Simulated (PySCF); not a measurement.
**Two-component Hartree-Fock for Yb³⁺ (ytterbium, charge +3)**

Start: [Xe] 4f13; 4f5/2 filled at m_j = -5/2, -3/2, -1/2, +1/2, +3/2, +5/2; 4f7/2 filled at m_j = -5/2, -3/2, -1/2, +1/2, +3/2, +5/2, +7/2. Calculated with PySCF 2.14 in x2c-TZVPPall-2c (11s11p10d4f2g, 140 functions): generalised Hartree-Fock with the X2C-1e Hamiltonian and a Gaussian nucleus; one run each with spin-orbit coupling (SO) switched off, then screened by Boettger's factors.

```csv
spinor shell,electrons,"ε, spin-free (eV)","ε, screened SO (eV)",weight of nominal j (screened SO),"rms radius, screened SO (bohr)"
1s1/2,2,-61681.6,-61666.2,1.000,0.0223
2s1/2,2,-10611.6,-10606.9,1.000,0.0901
2p1/2,2,-9355.2,-10099.1,1.000,0.0768
2p3/2,4,-9355.2,-9046.8,1.000,0.0838
3s1/2,2,-2475.7,-2474.2,1.000,0.231
3p1/2,2,-2090.0,-2250.4,1.000,0.222
3p3/2,4,-2090.0,-2022.5,1.000,0.237
3d3/2,4,-1616.8,-1646.0,1.000,0.210
3d5/2,6,-1616.8,-1596.1,1.000,0.214
4s1/2,2,-543.07,-542.68,1.000,0.519
4p1/2,2,-413.86,-451.06,0.999,0.530
4p3/2,4,-413.86,-398.18,1.000,0.562
4d3/2,4,-240.36,-247.11,0.994,0.597
4d5/2,6,-240.36,-235.63,0.996,0.609
5s1/2,2,-97.594,-97.544,1.000,1.28
5p1/2,2,-63.920,-69.032,0.994,1.42
5p3/2,4,-63.920,-61.788,0.997,1.53
4f5/2,6,-48.418,-49.603,0.949,0.798
4f7/2,7,-48.418,-47.276,0.956,0.816
```

```
   quantity     spin-free   screened SO
E (hartree)  -14047.77544  -14060.94651
        M_J           7/2           7/2
       ⟨J²⟩        15.757        15.757
       ⟨L²⟩        12.006        12.107
       ⟨S²⟩         0.751         0.851
```

Each row is a mean over spinors that exchange with the open shell spreads, by up to 9.991 eV (4d5/2).

Breit and QED terms are absent; they matter most for the inner s and p1/2 levels.

Densities and radii are taken from the X2C orbitals without a picture-change correction, which distorts them close to the nucleus.

Without spin-orbit coupling the j labels of p, d and f shells carry no meaning; the spin-free column gives the mean over the occupied spinors of each nl shell.
